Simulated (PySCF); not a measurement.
**V³⁺: interval between two levels**

V³⁺ [Ar] 3d2 [3F4, M_J = 4] → V³⁺ [Ar] 3d1 4p1 [3F4, M_J = 4], as a difference of total energies. Calculation: PySCF 2.14, in x2c-SVPall-2c with one added diffuse shell each of s, d type (6s5p4d1f, 48 functions); the two-component X2C-1e Hamiltonian. Correlated levels: [Ne] frozen; the 6 highest virtual spinors dropped. "Screened" scales the spin-orbit matrix elements by Boettger's factors to mimic the two-electron term; Breit and QED terms are absent.

```csv
method,interval between two levels (cm⁻¹)
GHF (spin-free),164170
GMP2 (spin-free),161140
GHF (screened spin-orbit),164240
GMP2 (screened spin-orbit),161220
```

The labels give the starting determinants; with spin-orbit coupling the two ends relaxed to ⟨J²⟩ = 20.00, ⟨L²⟩ = 12.00, ⟨S²⟩ = 2.00 and ⟨J²⟩ = 20.00, ⟨L²⟩ = 12.00, ⟨S²⟩ = 2.00.
